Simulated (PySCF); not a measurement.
Cost of excited-state runs on `C1(F)=CC=C(C=O)N1C`, C6H6FNO

Geometry:
```
atom   x (Å)   y (Å)   z (Å)
  C1  -1.013   1.576  -0.102
  N2   0.007   0.565  -0.040
  C3   1.333   0.770  -0.055
  F4   1.811   2.012  -0.136
  C5   2.024  -0.419   0.022
  C6   1.048  -1.412   0.088
  C7  -0.199  -0.796   0.049
  C8  -1.495  -1.413   0.093
  O9  -2.567  -0.850   0.059
 H10  -1.648   1.414  -0.973
 H11  -1.643   1.526   0.787
 H12  -0.542   2.556  -0.166
 H13   3.088  -0.536   0.030
 H14   1.219  -2.468   0.156
 H15  -1.430  -2.517   0.165
```

PySCF with density fitting, on 1 thread of an Intel Xeon Platinum 8375C, shared host. Command: `OMP_NUM_THREADS=1 python excited_run.py task.json out`

(1) How long does each of these runs take, and how much memory?
- first hyperpolarisability, B3LYP/aug-cc-pVDZ; wavelengths [1064, 800] nm; writes grids
- excited states, LC-wPBE/def2-SVP; Tamm-Dancoff; spin-orbit couplings; 5 states; 4 triplets; quadratic response for 4 states; writes grids
- excited states, B3LYP/aug-cc-pVDZ; two-photon moments; 6 states; quadratic response for 5 states; 0 triplets

## Answers

(1) 
```csv
run,level,basis functions,wall time,peak memory (GiB)
first hyperpolarisability,B3LYP/aug-cc-pVDZ,261,58 s,0.93
excited states,LC-wPBE/def2-SVP,156,47 s,0.72
excited states,B3LYP/aug-cc-pVDZ,261,57 s,0.94
```
Times from a shared host are rough.
